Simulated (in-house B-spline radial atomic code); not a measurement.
Results of a calculation; reference values are marked as such.
## Two electrons in Ge: a Gaussian well −V exp(−r²/w²) with V = 241 meV and w = 39.9 nm

For Ge the NSM archive of the Ioffe Institute lists m_l = 1.6 m0, m_t = 0.08 m0 and ε = 16.2; the model takes one isotropic valley with the conductivity mass 3/(1/m_l + 2/m_t) = 0.117 m0, and so misses anisotropy and the other valleys. All triplets below are those of one valley; with several valleys two electrons can form a triplet in the 1s orbital itself, at an energy set by the valley splitting.

Effective-mass model with parabolic bands, a uniform dielectric constant, no image charges, no central-cell or spin-orbit terms. Two-electron levels come from full CI in B-splines with partial waves to l = 5 (up to 0.001 effective hartree above the limit).

(1) What are the effective units, and what is the potential in them?

In these units the lowest s and p orbitals lie at -18.1923 and -17.0755, and their Coulomb and exchange integrals are J_ss = 0.8444, J_sp = 0.6999 and K_sp = 0.1391. Full CI gives -35.6089 for the ground singlet, -34.7242 for the sp triplet, -34.4972 for the sp singlet and -33.6568 for the lowest triplet of two s orbitals.

(2) What does it cost to add the second electron, to first order and exactly?

(3) How far above the singlet do the triplets lie?

Results:

(1) Ha* = 27211.386 meV × 0.117/16.2² = 12.13 meV and a* = 0.0529177 nm × 16.2/0.117 = 7.327 nm. V = 19.9 Ha* and w = 5.44 a*.

(2) To first order E = 2ε_s + J_ss = -35.5402, so the charging energy E(2) − 2E(1) is J_ss = 10.24 meV. CI gives -35.6089 − 2 × (-18.1923) = 0.7758, or 9.412 meV: relaxation and correlation lower it by 0.8326 meV, 8.1 % of J_ss. The s² configuration of one-electron orbitals holds 97.6 % of the state, and the mean radius is 8.33 nm. The second electron is bound by ε_s − E = 211.3 meV, against 220.7 meV for the first.

(3) To first order the sp triplet lies at ε_s + ε_p + J_sp − K_sp = -34.7071, which is 10.11 meV above 2ε_s + J_ss. CI gives -34.7242 − (-35.6089) = 0.8846, or 10.73 meV, 79 % of the orbital spacing of 13.55 meV. The ss triplet lies 23.68 meV up, so the lower of the two is the sp one, and its gap equals k_BT at 125 K. The sp singlet-triplet splitting is 2.754 meV, against 2K_sp = 3.375 meV.
